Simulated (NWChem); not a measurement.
System: HSeOBr; SMILES O[Se]Br

```xyz
4

Se     0.4003     0.9546     0.0029
Br    -0.0595    -1.3681     0.0058
O     -1.2457     1.7097     0.0696
H     -1.5602     1.7492    -0.8586
```
Atoms are numbered in this order, from 1.

All runs: NWChem. Pople sets run with spherical d functions. Coordinates come from a PBE-D3(BJ)/def2-SVP optimisation.

For level PBE0/3-21G:

```yaml
highest occupied level (eV): -6.64
dipole (D): 2.31
```

Q: What are these values for level PBE0/6-311G**?

A: 
| Quantity | Result |
|---|---|
| highest occupied level (eV) | -6.87 |
| dipole (D) | 1.90 |
